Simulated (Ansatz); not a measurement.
# Ligand exchange: C2H6OZn + CH5BO3 → CH4O2Zn + C2H7BO2

Species: C2H6OZn `C[O][Zn][CH3]`, singlet; CH5BO3 `COB(O)O`, singlet; CH4O2Zn `C[O][Zn][OH]`, singlet; C2H7BO2 `COB(C)O`, singlet. The partners trade CH3 for OH: Zn–CH3 and B–OH bonds give way to Zn–OH and B–CH3.

Shapes, held fixed at every level: PBE0-D4/def2-TZVP. Flexible molecules stand in one conformer, not always the lowest. Programs: Ansatz 0.2.0. Electronic energies: no zero-point or thermal term.

(1) Estimate ΔE of this reaction.

Results:

(1) wB97M-V/def2-TZVPP gives ΔE = +82.1 kJ/mol; the levels span +76.4 to +102.9. The median of the levels is +84.2. No measured value is set beside it here. Relativity is left out for Zn.

| level | kind | ΔE (kJ/mol) |
| --- | --- | --- |
| HF/def2-SVP | Hartree–Fock | +102.9 |
| HF/def2-TZVPP | Hartree–Fock | +84.9 |
| SPW92/def2-TZVPP | LDA | +85.3 |
| BHLYP-D4/def2-TZVPP | global hybrid | +84.1 |
| PBE0-D4/def2-TZVPP | global hybrid | +81.6 |
| r2SCAN0-D4/def2-TZVPP | global hybrid | +84.4 |
| wB97X-V/def2-TZVPP | range-separated hybrid | +76.4 |
| wB97M-V/def2-TZVPP | range-separated hybrid | +82.1 |
